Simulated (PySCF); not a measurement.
**Computed properties of Cl3H3Si2, SMILES Cl[Si]([SiH3])(Cl)Cl**

Si(Cl)3(SiH3) (Cl3H3Si2), SMILES [SiH3][Si](Cl)(Cl)Cl. Coordinates come from a B3LYP-D3(BJ)/def2-SVP optimisation. The values are those of a single conformer. All values are computed for the isolated molecule unless a solvent is named; none is compared with measurement here.

**Structure.** The optimised structure has C3v symmetry. All 18 harmonic modes at B3LYP-D3(BJ)/def2-SVP (PySCF) are real, so it is a minimum. With heavy atoms numbered as in [SiH3:1][Si:2]([Cl:3])([Cl:4])[Cl:5], the shortest bond between them is Si2–Cl4 at 2.069 Å and the longest Si1–Si2 at 2.333 Å.

**Vibrations.** The strongest infrared lines (harmonic, unscaled, degenerate partners summed) lie at 875 cm⁻¹ (225 km/mol, H 89 %, Si 11 %), 601 cm⁻¹ (194 km/mol, Si 62 %, Cl 25 %, H 13 %), 2242 cm⁻¹ (140 km/mol, H 96 %). The softest mode is at 98 cm⁻¹ and the zero-point energy is 19.3 kcal/mol.

**Electronic structure.** HF/def2-TZVP (PySCF) places the frontier levels at -11.42 and 2.89 eV, a gap of 14.31 eV, and gives a dipole moment of 1.81 D and a mean polarisability of 81.7 bohr³. PBE/def2-TZVP (PySCF) at the same geometry gives -7.42 and -1.54 eV, so its gap is 8.43 eV narrower. An orbital gap is neither the optical nor the fundamental gap.

**Excitations.** TDA-M06-2X/def2-SVPD (PySCF) has S1 at 7.01 eV (177 nm, f = 0.082, bright); the most intense of the 10 singlets computed lies at 7.05 eV (f = 0.22). Strengths of degenerate partners are summed. T1 (TDA) is at 6.28 eV, 0.73 eV under S1. TDA-PBE/def2-SVPD (PySCF) puts S1 at 6.13 eV. No vertical singlet excitation falls in the visible range (under 3.1 eV).

**NMR.** GIAO shifts at KT2/pcSseg-1 (PySCF) (non-relativistic, atoms alike by connectivity averaged): ¹H at 4.0 ppm against TMS; ²⁹Si from -91.3 to 49.0 ppm against TMS. Without spin–orbit terms, shifts of atoms bonded to Cl or Br come out too high.
